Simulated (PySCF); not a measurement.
Nd(III) with more and more NH3

Computed with PySCF 2.14.0, PBE0, def2-SVP on the ligands, density fitting, scalar-relativistic core potentials, no spin-orbit coupling, vacuum. The metal has lcecp-1-SVP with ECP49. Each complex is relaxed within the symmetry of its template. Distances are means of the shortest metal–ligand contacts, charges and spins Mulliken's; removal energies are rigid, with the ligand's formal charge and no counterpoise, so too large; for an anion taken off a cation in vacuum most of it is the attraction of opposite charges, and multiply charged cations can part far more cheaply with an electron moved from ligand to metal. lcecp potentials hold a fixed number of 4f electrons in the core, out of states, spins and gaps.

```
     complex  point group  M–NH3 (Å)  charge on M (e)  removal of one NH3 (eV)  strongest infrared band, degenerate modes summed (cm⁻¹)    unstable modes (below −25 cm⁻¹)
 [Nd(NH3)]3+          C3v      2.390             2.49                     5.44                                                        –                                  0
[Nd(NH3)3]3+           C3      2.474             1.85                     3.85                                                     3351  0 (lowest -14 cm⁻¹, within noise)
```

(1) What does the calculation give for [Nd(NH3)2]3+?

Members with unstable modes aren't minima as they stand: saddle points kept by symmetry or, where the modes are soft, flat surfaces and noise. Moved off a saddle point of the template and relaxed again: [Nd(NH3)2]3+, [Nd(NH3)3]3+. One start shape was tried for each, so a minimum needn't be the lowest isomer.

Answers

(1) point group: C1, M–NH3 (Å): 2.434, charge on M (e): 2.13, removal of one NH3 (eV): 4.50, strongest infrared band, degenerate modes summed (cm⁻¹): 3305, unstable modes (below −25 cm⁻¹): 0.
```xyz
9

Nd    0.8951   -0.7432    0.0002
N    -0.1474    0.1240    2.0214
H     0.4301    0.7947    2.5694
H    -1.0424    0.6391    1.9019
H    -0.3910   -0.5948    2.7341
N    -0.1449    0.1254   -2.0222
H     0.3587   -0.1036   -2.9038
H    -1.1102   -0.2090   -2.2205
H    -0.2457    1.1592   -2.0804
```
